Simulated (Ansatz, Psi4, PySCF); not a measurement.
C3H10AlFSi (SMILES C[Si](C)(C)[AlH][F]), singlet, geometry from GFN2-xTB (such geometries of metal compounds can be far from the true shape), atoms displaced at random by about 0.03 Å a coordinate. Base run: B3LYP/STO-3G, gradient (PySCF).

PySCF was given this input:
```python
from pyscf import gto, scf, dft

mol = gto.M(
    atom='''
Al   -0.34946376    1.55866351   -0.68027664
F     0.82888067    2.67834542   -0.84487062
H    -1.70255690    2.10888590   -1.06643783
Si   -0.06692949   -0.70200633    0.26263051
C    -1.72281158   -1.67171589    0.21750883
C     0.49667692   -0.65960646    2.12959810
C     1.18321828   -1.74159294   -0.75434095
H    -1.65420735   -2.59955037    0.60882107
H    -2.48501351   -1.03166822    0.75512358
H    -2.13691309   -1.65732633   -0.86599143
H    -0.22770734   -0.23129225    2.73885349
H     1.48876840   -0.10227854    2.17377471
H     0.74260751   -1.63956864    2.51474308
H     2.10658150   -1.17976201   -0.85335629
H     0.87268986   -1.84044872   -1.77659023
H     1.36267733   -2.71737739   -0.28235487
''',
    basis='sto-3g',
    verbose=3,
)

mf = dft.RKS(mol)
mf.xc = 'b3lyp'
mf.kernel()
g = mf.nuc_grad_method()
grad = g.kernel()
```

Programs used: Ansatz (a first-principles code), Psi4, PySCF; a row that names a program was run with it.

The coordinate followed is x of atom 12.

Each row names what was changed in the base input (with any setting that the change needs).

```tsv
change	dE/dx (Eh/bohr)	net force (Eh/bohr)
base	0.029564	0.000208
finite difference step (bohr) = 0.05; conv_tol = 1e-11	0.029339	-
finite difference step (bohr) = 0.2; conv_tol = 1e-11	…	-
code = psi4	0.029553	0.000329
finite difference step (bohr) = 1e-4; conv_tol = 1e-11	0.029572	-
grids.level = 0; grid_response = off	0.029889	0.005469
finite difference step (bohr) = 1e-3; conv_tol = 1e-11	0.029572	-
code = ansatz	0.029564	0.000000
grid_response = on	0.029572	0.000000
conv_tol = 1e-11	0.029564	0.000208
grids.level = 1; grid_response = on	0.029591	0.000000
grids.level = 5; grid_response = on	0.029564	0.000000
```

Question: Some entries are withheld; supply them.

Answer: 
- finite difference step (bohr) = 0.2; conv_tol = 1e-11, dE/dx (Eh/bohr): 0.025839

The net force is zero for an exact gradient.
